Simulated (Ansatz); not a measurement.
The cluster CuSe₅⁺. Charge 1, multiplicity 3. Geometry PBE-D4/def2-SVP, that of the neutral doublet; atoms count from 1.

```xyz
6

Cu    0.296   -0.732   -1.328
Se    0.596    2.079    0.348
Se   -1.296   -2.108   -0.485
Se    0.644    0.221    1.813
Se    1.250    1.271   -1.788
Se   -1.490   -0.732    1.441
```

The structure comes from a short search, and lower isomers may exist.

Q: Estimate the Mulliken populations from the PBE0/def2-SVP orbitals of Ansatz.

A: 
| atom | charge (e) | spin (α − β) | d electrons |
| --- | --- | --- | --- |
| Cu1 | 0.26 | 0.08 | 9.75 |
| Se2 | 0.19 | 0.28 | – |
| Se3 | 0.13 | 0.69 | – |
| Se4 | 0.09 | -0.02 | – |
| Se5 | 0.13 | 0.69 | – |
| Se6 | 0.19 | 0.28 | – |
Mulliken values depend strongly on the basis.

Q: Where does the spin sit?

A: Summed by element: Cu 0.08, Se 1.92, of 2 unpaired in all. Largest on single atoms: Se3 0.69, Se5 0.69, Se6 0.28.

Q: And the Mayer bond orders between heavy atoms (over 0.3)?

A: Cu1–Se3 0.79 (2.27 Å); Cu1–Se5 0.79 (2.27 Å); Se2–Se4 1.06 (2.37 Å); Se2–Se5 1.32 (2.38 Å); Se3–Se6 1.32 (2.38 Å); Se4–Se6 1.06 (2.37 Å).
